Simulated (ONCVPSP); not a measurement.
How hard is this germanium (Ge) ONCV potential?

| Quantity | Value |
| --- | --- |
| Element | germanium (Ge) |
| Generator | ONCVPSP 4.0.1 |
| Type | optimised norm-conserving Vanderbilt (ONCV) |
| Functional | PBE |
| Relativity | scalar-relativistic |
| Frozen core | [Ne] |
| Valence charge | 22 |
| Reference configuration | 3s2 3p6 3d10 4s1 (charge +3) |
| Partial waves | 3s+4s: rc 0.95 bohr, ncon 3, nbas 8, qcut 13.5 1/bohr, 2 projectors; 3p: rc 0.75 bohr, ncon 4, nbas 8, qcut 21.5 1/bohr, 2 projectors, debl 0.8 Ha; 3d: rc 1.25 bohr, ncon 4, nbas 9, qcut 10.2 1/bohr, 2 projectors, debl 1.8 Ha |
| Local potential | polynomial inside 0.50 bohr (lpopt 1, dvloc0 0 Ha) |
| Core correction | none |

In the p channel the program set the typed energies aside and used -5.498, 0.250 Ha. In the d channel the program set the typed energies aside and used -2.319, 0.250 Ha.

Problem. For each optimised wave give the share of its norm inside rc, the residual kinetic energy above qcut (Ha) and the cutoffs (Ha) for errors of 10, 1, 0.1 and 0.01 mHa per electron.

Solution.

| wave | norm inside rc | residual KE | 10 mHa | 1 mHa | 0.1 mHa | 0.01 mHa |
| --- | --- | --- | --- | --- | --- | --- |
| 3s | 0.911 | 1.1e-06 | 49.3 | 63.3 | 74.1 | 82.2 |
| 4s | 0.057 | 7.5e-07 | 40.0 | 58.0 | 71.2 | 81.0 |
| 3p | 0.700 | 3.0e-08 | 82.3 | 124.6 | 154.0 | 177.3 |
| p projector 2 | 0.010 | 5.1e-10 | 28.9 | 43.9 | 111.6 | 145.3 |
| 3d | 0.910 | 1.5e-03 | 45.7 | 61.3 | 190.7 | 252.5 |
| d projector 2 | 0.032 | 6.7e-04 | 40.8 | 50.6 | 108.2 | 234.3 |

The occupied waves need 125 Ha and 191 Ha for 1 and 0.1 mHa.
